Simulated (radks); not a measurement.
Removal energies from the barium ion Ba4+, [Kr] 4d10 5s2 5p4, by Delta-SCF beside the eigenvalue of the level emptied. All-electron calculation, scalar-relativistic Kohn-Sham, PBEsol, spin-polarised, spherical densities, finite nucleus; Fermi nuclear charge, rms radius of each element as measured or else 0.836 A^(1/3) + 0.57 fm. Program: a radial shooting solver on a logarithmic mesh with Libxc functionals. Open shells are filled with parallel spins first.

removed from,final configuration,Delta-SCF (eV),-eigenvalue (eV)
5p,[Kr] 4d10 5s2 5p3,58.587,52.930
5s,[Kr] 4d10 5s1 5p4,75.637,69.285
4d,[Kr] 4d9 5s2 5p4,140.00,128.93
4p,[Ar] 3d10 4s2 4p5 4d10 5s2 5p4,232.15,220.31
